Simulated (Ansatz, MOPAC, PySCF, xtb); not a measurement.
Torsion H3–C1–S2–H6 in CH4S (SMILES CS); at each angle all else is relaxed with GFN2-xTB, and the levels are single points there.
Geometry at 60° (charge 0, multiplicity 1):
```xyz
6

C     -0.505     0.003     0.005
S      1.151     0.748    -0.139
H     -0.610    -0.470     0.976
H     -1.216     0.817    -0.090
H     -0.654    -0.716    -0.795
H      1.833    -0.384     0.026
```

On the grid 0° to 120°, 120° is the highest and 60° the lowest point at CCSD(T)/CBS(cc-pV(T+d)Z, cc-pV(Q+d)Z).

Frozen-core correlation. CBS(a, b) extrapolates the correlation energy as X⁻³ and adds the Hartree–Fock energy of set b. Rows in 3-21G carry no dispersion term and start afresh at each structure. The state that PM3 reach isn't checked.

The values were computed with Ansatz (Gaussian orbitals); MOPAC for PM3 (differences of heats of formation); PySCF for 3-21G rows, the dispersion terms; xtb for the GFN methods. Each number belongs to the level named beside it.

```json
[
 {"level": "GFN-FF", "energy at 120° less that at 60° (kcal/mol)": "1.15"},
 {"level": "PM3", "energy at 120° less that at 60° (kcal/mol)": "0.61"},
 {"level": "GFN2-xTB", "energy at 120° less that at 60° (kcal/mol)": "1.14"},
 {"level": "r2SCAN-D4/def2-TZVPP", "energy at 120° less that at 60° (kcal/mol)": "1.21"},
 {"level": "B3LYP/3-21G", "energy at 120° less that at 60° (kcal/mol)": "(withheld)"},
 {"level": "B3LYP-D4/def2-TZVPP", "energy at 120° less that at 60° (kcal/mol)": "1.14"},
 {"level": "MP2/cc-pV(T+d)Z", "energy at 120° less that at 60° (kcal/mol)": "(withheld)"},
 {"level": "CCSD(T)/cc-pV(Q+d)Z", "energy at 120° less that at 60° (kcal/mol)": "1.17"},
 {"level": "CCSD(T)/CBS(cc-pV(T+d)Z, cc-pV(Q+d)Z)", "energy at 120° less that at 60° (kcal/mol)": "1.14"}
]
```

Q: Complete the blanks.

A: 
- B3LYP/3-21G, energy at 120° less that at 60° (kcal/mol): 1.06
- MP2/cc-pV(T+d)Z, energy at 120° less that at 60° (kcal/mol): 1.28

Ansatz is a first-principles code.
